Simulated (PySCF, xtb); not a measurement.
GeH3N, SMILES [NH2][GeH] (connectivity only; charge and spin as stated), neutral, multiplicity 1.

GFN2-xTB (xtb) at its own geometry gives an orbital gap of 3.64 eV and a dipole moment of 1.85 D.

The structure is a stationary point at B3LYP-D3(BJ)/def2-TZVP.

Question: What does r2SCAN/def2-TZVPD (PySCF) give? (Estimate from the structure and the level; the computed values follow.)

Answer: gap 3.39 eV (levels -5.80 and -2.42 eV), dipole 1.57 D.
